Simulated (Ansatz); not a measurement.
Ansatz (an electronic-structure program) job for C₂H₆Cl₂Si, SMILES C[Si](C)(Cl)Cl, CAM-B3LYP/def2-TZVPD. Coordinates come from a r2SCAN-D4/def2-SVP optimisation. The isomer is the one that the SMILES or the coordinates give; other isomers of the formula were not compared.

Ansatz 0.2 input:
```yaml
crystal:
  periodic: [false, false, false]
  atoms:
    - {symbol: C, position_ang: [0.00000001, 1.56206897, 1.34228551]}
    - {symbol: Si, position_ang: [0.00000000, -0.00000000, 0.33739076]}
    - {symbol: C, position_ang: [-0.00000001, -1.56206898, 1.34228550]}
    - {symbol: Cl, position_ang: [1.68002885, -0.00000000, -0.88650012]}
    - {symbol: Cl, position_ang: [-1.68002886, 0.00000001, -0.88650012]}
    - {symbol: H, position_ang: [-0.89446866, 1.60816420, 1.98406865]}
    - {symbol: H, position_ang: [0.00000001, 2.44635236, 0.68691638]}
    - {symbol: H, position_ang: [0.89446868, 1.60816419, 1.98406865]}
    - {symbol: H, position_ang: [-0.00000001, -2.44635236, 0.68691638]}
    - {symbol: H, position_ang: [-0.89446867, -1.60816419, 1.98406864]}
    - {symbol: H, position_ang: [0.89446867, -1.60816420, 1.98406865]}
basis:
  gaussian:
    orbitals: def2-TZVPD
hamiltonian:
  xc: {name: CAM-B3LYP}
```

Program output:

```
WARN ansatz: RAYON_NUM_THREADS=2 ignored (pool sized by the plan → 2); use --threads N
Functional definition: CAM-B3LYP
integrals: 0.35 GiB planned
1530 factors; their error is unknown
integrals: 0.38 GiB planned
578 factors; integrals over basis functions are off by at most 4.1e-5 eV
mean field: 2.69 GiB planned
mean field evaluation 1: about -35093.2844 eV, gradient 5.7e1 eV
mean field evaluation 2: about -35094.7832 eV, gradient 4.8e1 eV
mean field evaluation 4: about -35100.2267 eV, gradient 1.7e0 eV
mean field evaluation 8: about -35100.2339 eV, gradient 1.0e-1 eV
mean field evaluation 16: about -35100.2592 eV, gradient 7.9e-5 eV
mean field -35100.25918107 eV, -1289.9107330940 hartree, gradient 1.6e-5 eV, S^2 0.000000; 0 other end points of the search recorded, 0 dependent functions left out
reference -35100.25934658 eV, -1289.9107391766 hartree; 33, 33 occupied and 230, 230 virtual orbitals, 1530 factors
Total energy: -35100.25934658 eV, -1289.9107391766 hartree
```

Self-consistency was reached.
